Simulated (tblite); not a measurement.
A geometry optimisation, step by step.

C6H15BGe.
Bonds: C1–C2 (double), C2–C3, C2–Ge4, Ge4–C5, C5–C6, C6–B7, B7–C8. Hydrogens: H9, H10 on C1; H11, H12, H13 on C3; H14, H15 on Ge4; H16, H17 on C5; H18, H19 on C6; H20 on B7; H21, H22, H23 on C8.

Computed with GFN2-xTB (tblite), gas phase: L-BFGS steps from a force-field or distance-geometry start until the largest atomic force falls under 0.01 eV/Å. 7 of its 205 geometries are shown.

Step 0: E = -640.9136 eV, largest atomic force 2.490 eV/Å
```
atom  x, y, z in Å  |  force x, y, z in eV/Å
C1     -2.808   -1.310    0.474   -0.534   1.539  -0.598
C2     -2.575   -0.134   -0.159    0.154  -1.850   0.812
C3     -3.634    0.877   -0.333   -1.742  -0.620   0.458
Ge4    -0.766    0.159   -0.795   -0.357   0.503  -0.694
C5      0.325    0.305    0.805   -0.904   0.450   1.513
C6      1.663   -0.334    0.692    1.691  -0.082  -0.029
B7      2.582    0.264   -0.475    1.127   1.004   1.981
C8      4.127   -0.151   -0.357   -0.551  -1.554  -0.086
H9     -3.823   -1.516    0.854    0.798  -0.168  -0.074
H10    -2.007   -2.022    0.593   -0.268  -0.110   0.062
H11    -4.394    0.402   -1.028    0.602   0.924   0.631
H12    -3.260    1.814   -0.737   -0.147  -0.096   0.064
H13    -4.145    1.024    0.670    0.430   0.149  -1.244
H14    -0.812    1.460   -1.626    0.170  -0.415   0.122
H15    -0.385   -0.999   -1.703    0.123   0.185   0.102
H16     0.396    1.383    1.136    0.106  -0.941  -0.508
H17    -0.203   -0.194    1.657   -0.030   0.317  -0.567
H18     1.628   -1.445    0.631   -0.239   0.631   0.163
H19     2.215   -0.084    1.653   -0.277  -0.477  -0.932
H20     2.415    1.409   -0.753   -0.378  -0.549  -0.612
H21     4.745    0.709   -0.113    0.090  -0.183  -0.538
H22     4.440   -0.701   -1.281    0.199   0.815   0.705
H23     4.271   -0.887    0.478   -0.062   0.528  -0.730
```

Step 34: E = -641.7462 eV, largest atomic force 0.088 eV/Å
```
atom  x, y, z in Å  |  force x, y, z in eV/Å
C1     -2.923   -1.338    0.455    0.016   0.000  -0.017
C2     -2.645   -0.193   -0.152   -0.014   0.010   0.006
C3     -3.704    0.850   -0.353    0.014   0.009  -0.012
Ge4    -0.789    0.177   -0.729   -0.060  -0.012   0.021
C5      0.340    0.369    0.896   -0.004  -0.020   0.024
C6      1.730   -0.260    0.792    0.010  -0.013  -0.018
B7      2.722    0.362   -0.257    0.038   0.038   0.006
C8      4.204   -0.155   -0.356    0.013   0.015  -0.029
H9     -3.910   -1.573    0.828    0.020  -0.005  -0.008
H10    -2.168   -2.095    0.598    0.000  -0.017   0.008
H11    -4.420    0.512   -1.102    0.001   0.023  -0.013
H12    -3.266    1.785   -0.697   -0.006   0.015   0.007
H13    -4.249    1.034    0.572   -0.006   0.002  -0.019
H14    -0.793    1.394   -1.625    0.014  -0.019   0.015
H15    -0.281   -0.973   -1.564    0.013   0.000  -0.004
H16     0.418    1.422    1.168    0.048   0.024  -0.053
H17    -0.224   -0.109    1.700    0.011  -0.047   0.073
H18     1.613   -1.319    0.535   -0.012  -0.029  -0.003
H19     2.193   -0.272    1.785   -0.007   0.029   0.012
H20     2.365    1.217   -0.978   -0.017   0.000  -0.024
H21     4.910    0.666   -0.235   -0.019   0.006   0.065
H22     4.405   -0.541   -1.355   -0.043  -0.043  -0.029
H23     4.466   -0.933    0.358   -0.010   0.034  -0.007
```

Step 68: E = -641.7749 eV, largest atomic force 0.120 eV/Å
```
atom  x, y, z in Å  |  force x, y, z in eV/Å
C1     -3.031   -1.351    0.434    0.017  -0.022   0.019
C2     -2.668   -0.201   -0.111   -0.046   0.037  -0.044
C3     -3.655    0.890   -0.389   -0.034   0.080  -0.039
Ge4    -0.782    0.094   -0.608    0.056   0.055  -0.046
C5      0.371    0.336    0.996    0.020   0.006  -0.021
C6      1.780   -0.237    0.842    0.009  -0.008  -0.040
B7      2.669    0.338   -0.322    0.040  -0.021   0.004
C8      4.171   -0.107   -0.451   -0.004   0.023   0.006
H9     -4.046   -1.566    0.727   -0.067   0.016   0.025
H10    -2.316   -2.139    0.604    0.048  -0.041   0.017
H11    -4.102    0.728   -1.374    0.042   0.057   0.097
H12    -3.155    1.860   -0.404   -0.072  -0.060   0.018
H13    -4.456    0.909    0.352    0.055  -0.021  -0.076
H14    -0.695    1.278   -1.550   -0.040  -0.070   0.065
H15    -0.311   -1.099   -1.400    0.053  -0.037  -0.003
H16     0.424    1.399    1.229    0.021   0.061  -0.010
H17    -0.128   -0.138    1.844   -0.051  -0.043   0.011
H18     1.692   -1.317    0.671    0.025  -0.002  -0.002
H19     2.309   -0.151    1.799   -0.025   0.005  -0.018
H20     2.235    1.090   -1.111   -0.055   0.008   0.031
H21     4.824    0.752   -0.287   -0.017  -0.042  -0.001
H22     4.395   -0.453   -1.460    0.003  -0.002   0.027
H23     4.469   -0.885    0.249    0.021   0.020  -0.021
```

Step 102: E = -641.8056 eV, largest atomic force 0.054 eV/Å
```
atom  x, y, z in Å  |  force x, y, z in eV/Å
C1     -3.124   -1.342    0.468   -0.002   0.006  -0.015
C2     -2.676   -0.236   -0.104    0.011  -0.022  -0.008
C3     -3.559    0.934   -0.401   -0.006  -0.036   0.003
Ge4    -0.772   -0.043   -0.586    0.030  -0.025   0.002
C5      0.365    0.290    1.010    0.023   0.001   0.019
C6      1.796   -0.233    0.872    0.019  -0.008  -0.006
B7      2.627    0.329   -0.340    0.022  -0.003  -0.011
C8      4.144   -0.038   -0.519    0.014  -0.010   0.010
H9     -4.159   -1.475    0.751    0.007   0.011   0.010
H10    -2.466   -2.173    0.674   -0.014   0.010  -0.012
H11    -3.538    1.149   -1.468   -0.001  -0.004  -0.034
H12    -3.190    1.819    0.115    0.010   0.015   0.029
H13    -4.586    0.747   -0.098   -0.042   0.008   0.022
H14    -0.677    1.077   -1.592    0.014  -0.005  -0.012
H15    -0.281   -1.288   -1.294   -0.034   0.028   0.032
H16     0.383    1.363    1.210   -0.006   0.005  -0.008
H17    -0.120   -0.178    1.872   -0.011  -0.002  -0.011
H18     1.759   -1.324    0.769    0.002  -0.006  -0.027
H19     2.331   -0.065    1.813   -0.005   0.012  -0.003
H20     2.111    1.028   -1.131    0.015   0.014   0.000
H21     4.756    0.854   -0.375   -0.016   0.004   0.000
H22     4.359   -0.372   -1.533   -0.018   0.004   0.004
H23     4.513   -0.796    0.168   -0.012   0.002   0.017
```

Step 136: E = -641.8130 eV, largest atomic force 0.028 eV/Å
```
atom  x, y, z in Å  |  force x, y, z in eV/Å
C1     -3.163   -1.342    0.461    0.005  -0.015  -0.015
C2     -2.699   -0.240   -0.110    0.010   0.001   0.009
C3     -3.569    0.950   -0.358   -0.007   0.000   0.005
Ge4    -0.794   -0.108   -0.612    0.009   0.010  -0.010
C5      0.362    0.287    0.955    0.003  -0.005   0.009
C6      1.796   -0.229    0.818   -0.021  -0.006   0.012
B7      2.678    0.407   -0.317   -0.014   0.006   0.016
C8      4.183   -0.013   -0.475    0.007   0.003  -0.003
H9     -4.194   -1.452    0.762    0.011   0.007   0.011
H10    -2.521   -2.189    0.645   -0.004  -0.016  -0.013
H11    -3.550    1.216   -1.415    0.018  -0.004   0.006
H12    -3.196    1.805    0.206    0.005   0.006  -0.016
H13    -4.598    0.753   -0.061   -0.015   0.024   0.002
H14    -0.646    0.935   -1.693   -0.015  -0.013   0.001
H15    -0.358   -1.414   -1.230    0.000  -0.013   0.006
H16     0.369    1.366    1.123    0.012  -0.010   0.009
H17    -0.111   -0.163    1.833   -0.012   0.000  -0.003
H18     1.763   -1.312    0.644   -0.001   0.012   0.016
H19     2.303   -0.119    1.785    0.004  -0.005  -0.016
H20     2.220    1.197   -1.055   -0.001   0.010  -0.016
H21     4.831    0.859   -0.401    0.014   0.012  -0.003
H22     4.361   -0.421   -1.470    0.001  -0.002  -0.016
H23     4.530   -0.746    0.250   -0.010  -0.004   0.006
```

Step 170: E = -641.8450 eV, largest atomic force 0.083 eV/Å
```
atom  x, y, z in Å  |  force x, y, z in eV/Å
C1     -3.502   -1.346    0.185   -0.010  -0.080   0.021
C2     -2.701   -0.338   -0.117    0.066   0.011  -0.041
C3     -3.186    1.071   -0.232    0.007  -0.028  -0.032
Ge4    -0.772   -0.604   -0.430   -0.003   0.025  -0.026
C5      0.330    0.182    1.015   -0.041  -0.014   0.000
C6      1.822   -0.111    0.863   -0.007  -0.010  -0.023
B7      2.570    0.578   -0.337   -0.006   0.023   0.037
C8      4.068    0.199   -0.623   -0.005   0.008  -0.020
H9     -4.562   -1.218    0.359    0.010   0.017   0.012
H10    -3.125   -2.353    0.274   -0.018   0.023  -0.022
H11    -2.893    1.482   -1.197   -0.004   0.020  -0.034
H12    -2.719    1.684    0.539   -0.008   0.024   0.034
H13    -4.267    1.137   -0.132   -0.020   0.009   0.025
H14    -0.397    0.007   -1.760   -0.019  -0.025   0.013
H15    -0.473   -2.078   -0.549   -0.025  -0.007   0.002
H16     0.164    1.259    1.054    0.003   0.061  -0.019
H17    -0.039   -0.222    1.961    0.002  -0.020   0.037
H18     1.960   -1.194    0.787    0.007  -0.059   0.023
H19     2.331    0.169    1.792    0.039   0.020   0.018
H20     2.034    1.383   -1.004    0.015  -0.010   0.007
H21     4.703    1.084   -0.629    0.003  -0.009   0.002
H22     4.163   -0.232   -1.619   -0.006   0.004  -0.009
H23     4.488   -0.513    0.083    0.022   0.014  -0.007
```

Step 204: E = -641.8509 eV, largest atomic force 0.007 eV/Å
```
atom  x, y, z in Å  |  force x, y, z in eV/Å
C1     -3.546   -1.325    0.100    0.001  -0.002  -0.004
C2     -2.685   -0.347   -0.135    0.001   0.001  -0.004
C3     -3.106    1.086   -0.214    0.004  -0.002   0.003
Ge4    -0.762   -0.701   -0.375   -0.006  -0.002  -0.001
C5      0.328    0.157    1.041   -0.006   0.000  -0.002
C6      1.828   -0.103    0.897   -0.002   0.003   0.000
B7      2.541    0.593   -0.320    0.000   0.004  -0.001
C8      4.031    0.243   -0.672    0.002  -0.004  -0.003
H9     -4.602   -1.146    0.241    0.001  -0.001   0.003
H10    -3.224   -2.353    0.157   -0.001   0.001   0.001
H11    -2.801    1.510   -1.171   -0.001  -0.001   0.000
H12    -2.613    1.661    0.571   -0.001  -0.001  -0.002
H13    -4.183    1.196   -0.104   -0.001   0.002  -0.004
H14    -0.327   -0.217   -1.737    0.003   0.001   0.005
H15    -0.540   -2.194   -0.378    0.003   0.004   0.002
H16     0.140    1.233    1.031    0.000   0.001   0.003
H17    -0.033   -0.216    2.004    0.006  -0.003   0.001
H18     2.002   -1.184    0.870    0.000   0.001  -0.001
H19     2.333    0.238    1.810   -0.002   0.000   0.002
H20     1.978    1.401   -0.960    0.000   0.004   0.006
H21     4.651    1.139   -0.699   -0.004   0.000  -0.003
H22     4.084   -0.175   -1.677    0.001  -0.003  -0.004
H23     4.501   -0.467    0.004    0.001  -0.004   0.002
```

**Question.** Summarise the path.

**Answer.** The energy falls by 90.44 kJ/mol from step 0 to step 204; nine tenths of that is first reached at step 54. It rises by more than 0.2 meV at step 64. The largest force goes from 2.490 to 0.007 eV/Å. Among the bonds C3–H13 changes most, from 1.136 to 1.089 Å; the atoms move by 0.947 Å rms after alignment.

What follows is the cost of the whole relaxation. Hardware: an Arm Neoverse V1 with one thread, shared host with 32 logical CPUs at a one-minute load of 22. Cost: 1.8 s of wall time.
